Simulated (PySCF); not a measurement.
RbP⁺ from Hartree–Fock to correlated methods

State: ⁴Σ⁻ (quartet), unpaired electrons σ ↑, π ↑↑. Set-up: Rb def2-SVP with ECP28, P def2-SVP; scalar-relativistic core potentials (PySCF 2.14). De refers to Rb⁺ + P in their high-spin ground configurations, without counterpoise correction. The functionals are run spin-unrestricted. A positive dipole points towards P; it is taken about the centre of mass and depends on that origin.

| Level | Re (Å) | ωe (cm⁻¹) | De (eV) | μ (D) | CPU s a point (SCF and correlation, without the integrals) |
| --- | --- | --- | --- | --- | --- |
| UHF | 3.945 | 54.1 | 0.104 | -4.13 | 0.045 |
| UHF-MP2 | 3.792 | 62.7 | 0.134 | n/a | 0.071 |
| UHF-SCS-MP2 | 3.822 | 60.5 | 0.126 | n/a | n/a |
| UHF-CCSD | 3.794 | 62.6 | 0.134 | n/a | n/a |
| UHF-CCSD(T) | 3.784 | 63.4 | 0.137 | n/a | 0.99 |
| PBE | 3.729 | 67.6 | 0.178 | -3.57 | 0.26 |
| PBEsol | 3.658 | 71.6 | 0.185 | -3.45 | 0.18 |
| PW91 | 3.714 | 69.1 | 0.191 | -3.53 | 0.19 |
| r²SCAN | 3.774 | 64.3 | 0.134 | -3.80 | 0.34 |
| B3LYP | 3.766 | 65.0 | 0.157 | -3.68 | 0.29 |
| PBE0 | 3.743 | 65.1 | 0.151 | -3.70 | 0.47 |
| ωB97X | 3.654 | 72.8 | 0.114 | -3.66 | 0.26 |

Q: Which functional lies closest to UHF-CCSD(T) in De, which farthest, and by how much do they differ from it?

A: Closest is r²SCAN (-1.0 pm in Re, +1.4 % in ωe, -0.00 eV in De against UHF-CCSD(T) in the same basis), farthest PW91 (-7.0 pm in Re, +9.0 % in ωe, +0.05 eV in De). CCSD(T) converges more slowly with the basis than the functionals do and binds too weakly in this one, so the order can change at the basis-set limit.

Q: What does the step from GGA to meta-GGA do here, going from PBE to r²SCAN?

A: r²SCAN less PBE: +4.5 pm in Re, -4.9 % in ωe, -0.04 eV in De. 

Q: What does the triples do here, going from UHF-CCSD to UHF-CCSD(T)?

A: UHF-CCSD(T) less UHF-CCSD: -1.0 pm in Re, +1.3 % in ωe, +0.00 eV in De. Correlation nearly always deepens the well. The bond shortens, as in weak, metallic or heavy-atom bonds, where dispersion and the correlation of outer-core electrons pull the atoms together.

Correlated steps freeze 5 core orbitals. The bond is weak. Basis-set superposition, not corrected here, can be much of De in a small basis, most of all at correlated wavefunction levels. Spin–orbit coupling is left out. For an ion De counts to the pair picked by the measured ionisation energies or electron affinities, which need not be the lowest pair at this level. The state was picked by a PBE0 search and need not be the measured ground state.

The whole job (state search and all levels along the bond) took about 0.75 min on 1 thread of Intel Xeon 6975P-C (shared host), peak memory 0.48 GiB.
